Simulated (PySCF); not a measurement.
A structure optimised at B3LYP-D3(BJ)/def2-SVP, used in a PySCF frequency run:

```xyz
9

O     -1.2468     0.3034    -1.2294
Si    -0.2980    -0.2032     0.0244
O     -0.9367    -0.0111     1.5402
O     -0.1067    -1.8314    -0.1847
S      1.4792     0.9908    -0.0517
H     -1.8620    -0.3625    -1.5632
H     -0.9890     0.8938     1.8709
H      0.2335    -2.3278     0.5691
H      1.4445     1.1017    -1.3991
```

Task: Write its SMILES and formula.

Result: O[Si](O)(O)S, H₄O₃SSi

Task: What are its rotational constants (standard atomic weights)?

Result: 3.8979, 2.3649, 2.2335 GHz
